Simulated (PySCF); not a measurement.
Si(F)(Cl)2(vinyl) (C2H3Cl2FSi), SMILES C=C[Si](F)(Cl)Cl. The structure is a stationary point at PBE0-D3(BJ)/def2-SVP. One conformer was computed; it need not be the lowest.

Computed equilibrium geometry at PBE0-D3(BJ)/def2-SVP (PySCF confirms it by a frequency run) as Cartesian coordinates in Å, and its point group (one conformer of several):
point group Cs.
```xyz
9

C     -2.7703    -0.2367     0.0000
C     -1.5795    -0.8469     0.0000
Si    -0.0194     0.1215     0.0000
F     -0.3862     1.6931     0.0000
Cl     1.1158    -0.2514     1.6588
Cl     1.1158    -0.2514    -1.6588
H     -2.8562     0.8548     0.0000
H     -3.7082    -0.8020     0.0000
H     -1.5270    -1.9419     0.0000
```
